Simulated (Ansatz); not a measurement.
K4H4. Total charge 0; triplet. Geometry PBE-D4/def2-SVP, that of the charge +1 doublet; atoms count from 1.

```xyz
8

K     1.887   -1.375    1.081
K    -0.468   -0.151   -1.376
K     0.721   -5.057   -2.460
K     0.744    2.262    1.309
H    -0.384   -0.085    1.297
H     1.819    0.768   -0.479
H    -2.007    1.524    0.518
H    -2.311    2.113    0.110
```

At PBE0-D4/def2-TZVP a singlet of charge 0 lies 0.45 eV below the triplet at the same geometry. The structure comes from a short search, and lower isomers may exist.

**Question.** Estimate the Mulliken populations from the PBE0/def2-TZVP orbitals of Ansatz.

**Answer.** 
```
atom  charge (e)  spin (α − β)
  K1        0.25          0.47
  K2        0.23          0.44
  K3        0.05          0.95
  K4        0.35          0.13
  H5       -0.45          0.01
  H6       -0.43          0.00
  H7        0.03          0.00
  H8       -0.03          0.00
```
Mulliken values and Mayer orders depend strongly on the basis.

**Question.** Where does the spin sit?

**Answer.** Summed by element: K 1.99, H 0.01, of 2 unpaired in all. Largest on single atoms: K3 0.95, K1 0.47, K2 0.44.
